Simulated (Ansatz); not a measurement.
Geometry optimisation, Ansatz 0.2.0, RKS CAM-B3LYP/def2-SVP.

Input:

```yaml
crystal:
  periodic: [false, false, false]
  atoms:
    - { symbol: Si, position_ang: [-0.90118, 1.39672, -0.97084] }
    - { symbol: C, position_ang: [0.0879, 0.10989, -0.21693] }
    - { symbol: Si, position_ang: [1.47713, -1.02383, -0.03509] }
    - { symbol: C, position_ang: [-0.0286, -0.81437, 1.07324] }
    - { symbol: H, position_ang: [-0.12711, 0.86078, -0.97722] }
    - { symbol: H, position_ang: [-2.16419, 1.86819, -0.42757] }
    - { symbol: H, position_ang: [2.72325, -1.67523, -0.33931] }
    - { symbol: H, position_ang: [-0.82376, -1.55154, 1.07552] }
    - { symbol: H, position_ang: [0.05177, -0.32202, 2.03564] }
total_charge: 1
basis:
  gaussian: { orbitals: def2-SVP }
hamiltonian:
  xc: cam_b3lyp
relax:
  f_tol: 0.02
  max_steps: 50
output:
  orbitals: {}
```

Run as:

```bash
$ ansatz run input.yaml --threads 2 --pin off --max-ram 3072MiB --backend cpu --events-out ev --progress --plain --runs-dir out
```

Where does it end, and by what steps?

The forces met the threshold. After 46 steps the energy has fallen by 13.171 eV; H6 moved furthest, 3.48 Å. The start is strongly strained (largest force component 30 eV/Å), so its close contacts needn't be bonds. Parted: Si1–H5 (0.94 → 2.32 Å), Si1–H6 (1.45 → 3.01 Å). Joined: Si3–H6 (4.67 → 1.48 Å).

```csv
step,energy less start (eV),largest force component (eV/Å),accepted
0,0.0000,30.200,yes
2,-7.5746,4.953,yes
4,-8.6983,1.489,yes
6,-9.6545,1.668,yes
8,-10.4936,1.231,yes
10,-10.7334,0.239,yes
12,-10.7613,0.123,yes
14,-10.7682,0.066,yes
16,-10.7742,0.119,yes
18,-10.7795,0.108,yes
20,-10.7902,0.314,yes
22,-10.8216,0.338,yes
24,-10.8839,0.292,yes
26,-10.9483,0.460,yes
28,-11.0478,0.435,yes
30,-11.2866,0.504,yes
32,-11.8183,1.021,yes
34,-12.5008,0.964,yes
36,-12.9323,0.901,yes
38,-13.1035,0.438,yes
40,-13.1310,0.683,no
42,-13.1706,0.075,yes
44,-13.1708,0.022,yes
46,-13.1709,0.005,yes
```

```xyz
9
Properties=species:S:1:pos:R:3
Si -0.781 1.598 -1.153
C 0.089 0.854 0.191
Si 0.104 -1.031 -0.501
C -0.084 -0.263 1.182
H 1.105 1.305 0.167
H -1.170 -1.389 -1.154
H 1.391 -1.479 -1.050
H -1.082 -0.374 1.620
H 0.721 -0.373 1.915
```

Whether the end is a true minimum wasn't checked by a vibrational analysis.

The run took 80 s on 2 threads of Arm Neoverse V2, with other jobs on the host, peak memory 0.2 GiB.
